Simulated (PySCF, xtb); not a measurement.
CHOS, SMILES [OH+]=C=S, charge +1.

GFN2-xTB run with xtb at its own geometry gives an orbital gap of 3.95 eV.

Geometry optimised at B3LYP-D3(BJ)/def2-TZVP. The isomer is the one that the SMILES or the coordinates give; other isomers of the formula were not compared.

Q: What does CAM-B3LYP/def2-TZVPD (PySCF) give? (An estimate is asked for; the answer gives what the named calculation found.)

A: gap 9.61 eV (levels -17.30 and -7.69 eV).
